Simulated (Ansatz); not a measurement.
CH6AlNOSSi can be A, `NC1[O][Al]([SH])[SiH2]1`, or B, `O[Si]1(CS)[NH][AlH]1`.

Computed with Ansatz on PBE0-D4/def2-TZVP structures; ΔE is electronic, products minus reactants. CCSD(T)/CBS adds triple-zeta CCSD(T) − MP2 to the extrapolated MP2 energy (def2 sets, frozen cores). Functionals use def2-TZVPP. B3LYP here is the variant with VWN-RPA as its local correlation; programs differ in this. Each species was taken in one conformer, which may not be the lowest.

Q: Which is lower in electronic energy at CCSD(T)/CBS, and by how much? (Estimate.)

A: The calculation gave: B, by 23.4 kJ/mol.

Q: Give E(B) − E(A) in kJ/mol with B3LYP, HF/def2-TZVPP, B2PLYP, CCSD/def2-TZVPP, MP2/def2-TZVPP, B3LYP-D4, ωB97M-V. (Best estimate.)

A: The calculation gave: B3LYP -11.9, HF/def2-TZVPP -11.5, B2PLYP -17.6, CCSD/def2-TZVPP -16.9, MP2/def2-TZVPP -27.8, B3LYP-D4 -16.0, ωB97M-V -20.6. None reverses the order clearly.

Largest T1 diagnostic: 0.015.

In def2-TZVPP, CCSD(T) changes the Hartree–Fock value by −5.6 kJ/mol (the triples alone add −0.2 kJ/mol) and MP2 by −16.3 kJ/mol. The D4 term adds −4.1 kJ/mol with B3LYP and −2.2 kJ/mol with PBE0; it sums over pairs of atoms, weighted by their polarisabilities, and B3LYP, whose exchange is more repulsive, gets the larger term.
